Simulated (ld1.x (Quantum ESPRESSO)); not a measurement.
## Which change was made? (Pr, RRKJ)

| Item | Value |
| --- | --- |
| Element | Pr (Z = 59) |
| Generator | ld1.x (Quantum ESPRESSO) 7.5 |
| Type | norm-conserving RRKJ (Kleinman–Bylander form) |
| Functional | PBEsol |
| Relativity | scalar-relativistic |
| Frozen core | [Kr] 4d10 4f2 |
| Valence charge | 11 |
| Reference configuration | 5s2 5p6 5d1 6s1 6p1 |
| Partial waves | 5s (bound): rc 2.25 bohr; 5p (bound): rc 2.35 bohr; 5d (bound): rc 3.45 bohr |
| Local potential | the d channel |
| Core correction | none |

Occupied shells without a wave of their own: 6p, 6s. They enter only through the test configuration that unscreens the potential.

Cutoffs, loose and tight: the cutoffs (Ry, on a coarse ladder) from which the occupation-weighted sum of valence levels, in a spherical-Bessel basis at the reference potential, stays within 10 and 1 mRy of its value at 400 Ry. They do not see the model core or the augmentation charge, which bear on the density cutoff. Test errors are all-electron minus pseudo excitation energies from the reference, over the configurations 5s2 5p6 5d1 6s2 6p0; 5s2 5p6 5d1 6s1 6p0; 5s2 5p6 5d1 6s0 6p0; 5s2 5p6 5d1.5 6s1.5 6p0; 5s2 5p6 5d1 6s0 6p1; 5s2 5p6 5d1 6s1.5 6p0; 5s2 5p6 5d2 6s1 6p0; variants that change the core or the reference have their own tests.

The base gives: outcome: generated; bound ghosts: not determined; largest test error (meV): no test is counted, since the test run did not reproduce the reference configuration.

After one change the result is: outcome: generated, misses its reference levels by 2.20 eV; bound ghosts: not determined; largest test error (meV): no test is counted, since the test run did not reproduce the reference configuration. Which change was it?
A. all radii scaled by about 0.80 (s 1.80, p 1.88, d 2.74 bohr)
B. all radii scaled by about 1.33 (s 2.98, p 3.12, d 4.58 bohr)
C. all radii scaled by about 1.12 (s 2.52, p 2.62, d 3.86 bohr)

B. The others give: all radii scaled by about 0.80 (s 1.80, p 1.88, d 2.74 bohr) → outcome: failed: compute_phi: phi has nodes before r_c | all radii scaled by about 1.12 (s 2.52, p 2.62, d 3.86 bohr) → outcome: failed: run_pseudo: Errors in PS-KS equation.
